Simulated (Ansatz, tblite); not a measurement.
Cost and result up the ladder for Sn₂O (the lowest singlet isomer of a short search) (3 atoms). The state is a singlet with charge 0. Geometry: PBE-D4/def2-TZVP.

Cartesian coordinates in Å:
```
Sn 0.752 0.597 -1.174
Sn -1.200 0.228 0.900
O 0.448 -0.825 0.274
```

Ansatz on 2 threads of Arm Neoverse V2 on a shared host; xTB runs through tblite on one thread. Times are rough, summed over both states, and most runs start from the orbitals of an earlier one. PBE0-D4/def2-TZVP serves as the yardstick here, not as an exact answer. The other state is a triplet at its own geometry.

In the def2 sets Sn takes a core potential; there is no spin–orbit coupling. The xTB rows come from tblite. At PBE0-D4/def2-TZVP a broken-symmetry singlet of charge 0 lies 0.28 eV below the triplet, each at its own geometry. The structure comes from a short search, and lower isomers may exist.

Run but left out: HF/def2-TZVP, HF/def2-TZVPP, HF/def2-QZVPP, r2SCAN-D4/def2-TZVP, B2PLYP/def2-TZVP, PBE-QIDH/def2-TZVP, RPA@PBE/def2-TZVP, MP2/def2-TZVP, MP2/def2-TZVPP, MP2/def2-QZVPP, CCSD/def2-TZVPP, CCSD(T)/def2-TZVPP (singlet: restricted singlet, unstable towards broken spin symmetry); LDA (SPW92)/def2-TZVP, revPBE-D4/def2-TZVP, B97M-V/def2-TZVP, r2SCANh-D4/def2-TZVP, B3LYP-D4/def2-TZVP, r2SCAN0-D4/def2-TZVP, HSE06-D4/def2-TZVP, BHLYP-D4/def2-TZVP, CAM-B3LYP-D4/def2-TZVP, ωB97X-V/def2-TZVP (singlet: restricted singlet, unstable towards broken spin symmetry at other levels and untested here).

xTB has no spin-polarisation term.

| level | functions | triplet − singlet (eV) | difference from PBE0-D4/def2-TZVP (eV) |
| --- | --- | --- | --- |
| GFN1-xTB | 22 | 0.97 | 0.69 |
| PBE0-D4/def2-TZVP (with forces) | 131 | 0.28 | 0.00 |
| PBE-D4/def2-TZVP (with forces) | 131 | 0.30 | 0.02 |
| GFN2-xTB | 22 | 1.06 | 0.78 |

Q: Estimate how long each takes.

A: GFN1-xTB 0.004 s; GFN2-xTB 0.004 s; PBE-D4/def2-TZVP (with forces) 3.7 s; PBE0-D4/def2-TZVP (with forces) 5.3 s. On shared hardware such times vary by a factor of up to 3.
